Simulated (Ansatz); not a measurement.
Start from `F[CH]1[CH2][AlH]1` and change one atom or group to get `C[CH]1[CH2][AlH]1`.

Ansatz, PBE0-D4/def2-TZVP geometries, multiplicity 1. 

| property | `F[CH]1[CH2][AlH]1` |
| --- | --- |
| size of the dipole moment (ωB97M-V/def2-TZVPP) / D | 2.67 |
| HOMO–LUMO gap (ωB97M-V/def2-TZVPP) / eV | 8.40 |
| HOMO energy (PBE/def2-TZVPP) / eV | -5.09 |
| size of the dipole moment (PBE/def2-TZVPP) / D | 2.25 |
| HOMO–LUMO gap (PBE/def2-TZVPP) / eV | 2.69 |
| HOMO–LUMO gap (PBE0/def2-TZVPP) / eV | 4.63 |

(1) What does the change do to each property? (An estimate is asked.)

## Answers

(1) The calculation gave: 
| property | `C[CH]1[CH2][AlH]1` | shift |
| --- | --- | --- |
| size of the dipole moment (ωB97M-V/def2-TZVPP) / D | 0.92 | -1.75 |
| HOMO–LUMO gap (ωB97M-V/def2-TZVPP) / eV | 8.10 | -0.30 |
| HOMO energy (PBE/def2-TZVPP) / eV | -4.63 | 0.46 |
| size of the dipole moment (PBE/def2-TZVPP) / D | 0.60 | -1.65 |
| HOMO–LUMO gap (PBE/def2-TZVPP) / eV | 2.58 | -0.11 |
| HOMO–LUMO gap (PBE0/def2-TZVPP) / eV | 4.41 | -0.22 |

With PBE0 the HOMO rises by 0.56 eV and the LUMO rises by 0.35 eV, so the gap narrows by about 0.21 eV. PBE moves the HOMO by 0.46 eV and ωB97M-V by 0.59 eV. The zero-point energy changes by 93.3 kJ/mol with +9 modes. Dipoles are sizes alone; their direction can turn.
